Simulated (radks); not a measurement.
Results of a calculation; reference values are marked as such.
Task: All-electron atom: Tl I in [Hg] 6p1 (the NIST ground configuration). Code: a radial shooting solver on a logarithmic mesh with Libxc functionals. Model: scalar-relativistic Kohn-Sham, r2SCAN, spin-polarised, spherical densities, finite nucleus; open shells are filled with parallel spins first (spin-orbit coupling, left out, can overturn this in heavy ions); meta-GGA in the generalised Kohn-Sham scheme; Fermi nuclear charge, rms radius 5.4759 fm. Some entries of the table are withheld. Estimate them.

orbital,occ.,eigenvalue (Ry),<r> (bohr),<r^2> (bohr^2)
1s up,1,-6297.866,0.01632,0.0003690
1s down,1,-6297.865,0.01632,0.0003690
2s down,1,-1123.530,0.06875,0.005605
2s up,1,-1123.530,0.06875,0.005605
2p up,3,-966.3669,0.06235,0.004756
2p down,3,-966.3667,0.06235,0.004756
3s up,1,-269.0314,0.1774,0.03602
3s down,1,-269.0312,0.1774,0.03602
3p up,3,-223.5993,0.1792,0.03724
3p down,3,-223.5990,0.1792,0.03724
3d up,5,-176.3738,0.1625,0.03090
3d down,5,-176.3736,0.1625,0.03090
4s up,1,-60.54910,0.3916,0.1729
4s down,1,-60.54869,0.3916,0.1729
4p up,3,-45.59309,0.4172,0.1977
4p down,3,-45.59265,0.4172,0.1977
4d up,5,-27.95456,0.4396,0.2231
4d down,5,-27.95404,0.4396,0.2231
5s up,1,-9.81361,0.8802,0.8687
5s down,1,-9.81237,0.8804,0.8691
4f up,7,-8.47397,0.4677,0.2630
4f down,7,-8.47333,0.4677,0.2630
5p down,3,-5.73873,1.010,1.151
5p up,3,-5.73872,1.010,1.151
5d up,5,(1),1.392,2.288
5d down,5,(2),1.382,2.247
6s up,1,-0.74414,2.515,(3)
6s down,1,-0.69334,2.448,(4)
6p up,1,-0.19642,3.720,16.26
6p down,0,-0.10610,3.517,14.51

Result: 
(1) 5d up eigenvalue (Ry): -1.17444
(2) 5d down eigenvalue (Ry): -1.16967
(3) 6s up <r^2> (bohr^2): 7.247
(4) 6s down <r^2> (bohr^2): 6.838
